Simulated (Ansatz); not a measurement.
ethylene (C2H4), singlet, geometry from GFN2-xTB, atoms displaced at random by about 0.08 Å a coordinate; PBE/STO-3G, gradient run with Ansatz (a program for electronic structure).

The Ansatz input:
Ansatz 0.2 input:
```yaml
crystal:
  periodic: [false, false, false]
  atoms:
    - {symbol: C, position_ang: [-0.00164200, -0.00712588, 0.82186084]}
    - {symbol: C, position_ang: [0.17402878, -0.07821629, -0.62408810]}
    - {symbol: H, position_ang: [-0.07067081, 0.77641892, 1.20951876]}
    - {symbol: H, position_ang: [-0.14748840, -0.94679067, 1.22203162]}
    - {symbol: H, position_ang: [0.14843833, 0.90806711, -1.10525986]}
    - {symbol: H, position_ang: [0.06669140, -0.91906471, -1.05520474]}
basis:
  gaussian:
    orbitals: STO-3G
hamiltonian:
  xc: pbe
output: {forces: true}
```

It wrote (shortened):

```
Functional definition: PBE
186 factors; integrals over basis functions are off by at most 2.9e-5 eV
mean field evaluation 1: about -2106.3182 eV, gradient 3.4e0 eV
mean field evaluation 2: about -2106.1238 eV, gradient 8.5e0 eV
mean field evaluation 4: about -2106.3491 eV, gradient 1.4e-1 eV
mean field evaluation 8: about -2106.2727 eV, gradient 2.1e-3 eV
mean field -2106.27271374 eV, -77.4040945468 hartree, gradient 1.4e-5 eV, S^2 0.000000; 0 other end points of the search recorded, 0 dependent functions left out
the calculation of the forces begins
reference -2106.27273118 eV, -77.4040951879 hartree; 8, 8 occupied and 6, 6 virtual orbitals, 186 factors
Total energy: -2106.27273118 eV, -77.4040951879 hartree
Atom 0 at    -0.001642    -0.007126     0.821861 Å, force     2.252800   -13.408600   -15.386980 eV/Å
Atom 1 at     0.174029    -0.078216    -0.624088 Å, force    -0.472017     9.150456    10.523087 eV/Å
Atom 2 at    -0.070671     0.776419     1.209519 Å, force    -1.156561    14.867853     8.010811 eV/Å
Atom 3 at    -0.147488    -0.946791     1.222032 Å, force    -0.369771    -2.429684     2.201223 eV/Å
Atom 4 at     0.148438     0.908067    -1.105260 Å, force     0.353373    -0.294133    -0.770648 eV/Å
Atom 5 at     0.066691    -0.919065    -1.055205 Å, force    -0.607824    -7.885892    -4.577493 eV/Å
Dipole moment:    -0.037164    -0.008543    -0.024366 e Å
```
